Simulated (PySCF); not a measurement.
Task: Write Cartesian coordinates for InChI=1S/C6H9F3GeO/c7-6(8,9)3-1-5(3)2-4(5)11-10/h3-4H,1-2H2,10H3/t3-,4-,5+/m1/s1 as optimised with PBE0-D3(BJ)/def2-SVP.

Result: 
```xyz
20
C6H9F3GeO angstrom
F     -3.156   -0.069    1.373
C     -2.780    0.473    0.206
F     -2.847   -0.492   -0.719
F     -3.694    1.395   -0.111
C     -1.410    1.061    0.307
C     -0.511    1.084   -0.912
C     -0.241    0.167    0.210
C      0.067   -1.273    0.389
C      0.928   -0.202    1.034
O      2.209    0.100    0.628
Ge     3.034   -0.620   -0.787
H     -1.370    1.908    0.999
H      0.136    1.958   -1.033
H     -0.915    0.666   -1.839
H      0.462   -1.810   -0.480
H     -0.579   -1.878    1.034
H      0.821   -0.093    2.120
H      4.349    0.162   -0.853
H      3.264   -2.122   -0.536
H      2.187   -0.413   -2.058
```

Orientation and origin are arbitrary. Atoms count from 1 in this order. Of the pairs four or more bonds apart, F3···H14 is among the closest relative to their van der Waals radii: 2.52 Å, 94 % of the sum of Bondi's values. The C–C distances run from 1.474 Å (C6–C7, drawn single) to 1.518 Å (C8–C9, drawn single), a spread of 0.044 Å. The 3-membered ring C5–C6–C7 has internal angles of 59.0° to 61.8°. All 3 C–F bonds measure 1.337 to 1.340 Å.

Bonds between heavy atoms (Å): F1–C2 1.340, C2–F3 1.338, C2–F4 1.337, C2–C5 1.495, C5–C6 1.516, C6–C7 1.474, C7–C8 1.484, C8–C9 1.518, C9–O10 1.377, O10–Ge11 1.789, C5–C7 1.475, C7–C9 1.477.

Theory: PySCF, PBE0-D3(BJ)/def2-SVP geometry optimisation, gas phase.

Point group: C1 (no symmetry element, even within 0.4 Å). Not checked by PBE0-D3(BJ)/def2-SVP frequencies. The numbers are those of one conformer (C8–C9–O10–Ge11 5°).
